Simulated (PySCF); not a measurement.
Vertical excitation energies

Species: CH₆N₂OSi.
SMILES: `N[SiH2]C(N)=O`

Theory: PySCF, TDDFT B3LYP/def2-SVPD, vertical, gas phase, core orbitals frozen in the response. The structure is a single PBE0-D3(BJ)/def2-SVP conformer in the gas phase; no vibrational or solvent corrections. Torsions of this conformer, `[NH2:1][SiH2:2][C:3]([NH2:4])=[O:5]`: N1–Si2–C3–N4 -9°, H–N1–Si2–C3 137°, H–N1–Si2–C3 -87°, H–N4–C3–Si2 -1°, H–N4–C3–Si2 -178°.

```
state  λ (nm)  E (eV)       f  |μ| (D)  main configurations (H = HOMO, L = LUMO)
   S1   266.7    4.65  0.0031     0.42                    H→L (80%), H→L+1 (17%)
   S2   226.2    5.48  0.0018     0.29                    H→L+1 (78%), H→L (18%)
   S3   194.0    6.39   0.015     0.79      H-2→L (56%), H-1→L (30%), H→L+2 (9%)
   S4   191.7    6.47  0.0062     0.50                  H→L+2 (85%), H-2→L (11%)
   S5   189.2    6.55   0.027     1.04   H-1→L (42%), H-2→L (26%), H-1→L+1 (22%)
   S6   185.6    6.68   0.072     1.68                H→L+3 (86%), H-1→L+1 (10%)
   S7   182.9    6.78  0.0042     0.40                             H-2→L+1 (86%)
   S8   178.1    6.96   0.143     2.33   H-1→L+1 (38%), H→L+4 (23%), H-1→L (11%)
   S9   172.8    7.17   0.041     1.23                  H→L+4 (58%), H→L+5 (28%)
  S10   169.0    7.34   0.020     0.86    H→L+5 (60%), H→L+4 (12%), H-1→L+1 (9%)
```

Triplets (Tamm–Dancoff): T1 4.06 eV, H→L (74%), H→L+1 (22%); T2 5.00 eV, H-1→L (70%), H-1→L+1 (24%); T3 5.32 eV, H→L+1 (71%), H→L (22%); T4 6.17 eV, H-2→L (77%).

The lowest singlet lies at 4.65 eV (267 nm, ultraviolet) and is very weak; its leading configuration is HOMO→LUMO (80%). The most intense listed level is S8 at 6.96 eV (178 nm, f = 0.143), 2.31 eV above S1. Löwdin shares by element: HOMO oxygen 54%, carbon 15%, silicon 10%, nitrogen 8% or more; LUMO silicon 23%, carbon 21%, oxygen 14%, nitrogen 11% or more (atoms not listed hold the other 30%). Orbital energies (eV): HOMO-3 -9.52, HOMO-2 -8.03, HOMO-1 -7.71, HOMO -6.58, LUMO -0.53, LUMO+1 -0.16, LUMO+2 0.83. Of the 10 states listed, 6 reach f = 0.01 and none stays under 0.0005. The listed states span 2.69 eV, and the widest gap between neighbours is 0.91 eV (S2 to S3). All these states lie below the vertical ionisation energy of 8.87 eV (ΔSCF). The window holds the lowest 10 singlets.

Hardware: an Arm Neoverse V1 with one thread, no GPU, shared host. Cost: 47 s wall.
